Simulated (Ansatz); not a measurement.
Consider the isomerisation: `OC[SiH2][SiH3]` → `CO[SiH2][SiH3]`.

Calculated with Ansatz (gas phase, PBE0-D4/def2-TZVP geometries, no zero-point term in ΔE). CCSD(T)/CBS adds triple-zeta CCSD(T) − MP2 to the extrapolated MP2 energy (def2 sets, frozen cores). DFT in def2-TZVPP. Each species was taken in one conformer, which may not be the lowest.

`OC[SiH2][SiH3]`:

Cartesian coordinates in Å:
```
O -1.451 -2.114 -0.844
C -0.779 -1.289 0.096
Si -0.122 0.318 -0.672
Si 1.087 1.595 0.875
H -0.843 -2.322 -1.557
H -1.511 -1.045 0.870
H 0.035 -1.831 0.600
H -1.252 1.115 -1.224
H 0.770 -0.055 -1.810
H 1.610 2.833 0.238
H 2.237 0.813 1.405
H 0.219 1.982 2.020
```

`CO[SiH2][SiH3]`:

```xyz
12

C     0.582    0.303    2.195
O     0.540   -0.193    0.877
Si   -0.498    0.404   -0.255
Si   -0.119   -0.790   -2.228
H     1.344   -0.251    2.746
H    -0.381    0.171    2.703
H     0.843    1.368    2.214
H    -1.912    0.256    0.204
H    -0.266    1.867   -0.455
H    -1.037   -0.286   -3.287
H    -0.379   -2.239   -2.023
H     1.283   -0.610   -2.690
```

| level | ΔE (kJ/mol) | difference from CCSD(T)/CBS |
| --- | --- | --- |
| PBE-D4 | -87.0 | 15.1 |
| ωB97X-V | -101.8 | 0.3 |
| PBE | -87.3 | 14.8 |
| HF/def2-TZVPP | -122.9 | -20.8 |
| SCS-MP2/def2-TZVPP | -109.1 | -7.0 |
| HF/def2-QZVPP | -124.1 | -22.0 |
| MP2/def2-QZVPP | -105.9 | -3.8 |
| SCS-MP2/def2-QZVPP | -109.2 | -7.1 |
| MP2/CBS(def2) | -105.4 | -3.3 |
| CCSD/CBS(def2) | -104.9 | -2.8 |
| CCSD(T)/CBS | -102.1 | 0 |

Largest T1 diagnostic among the species: 0.012.

From PBE to PBE0 (25 % exact exchange), in def2-TZVPP and without D4, ΔE moves by −5.8 kJ/mol. In def2-TZVPP, CCSD(T) changes the Hartree–Fock value by +20.6 kJ/mol (the triples alone add +2.9 kJ/mol) and MP2 by +17.3 kJ/mol.
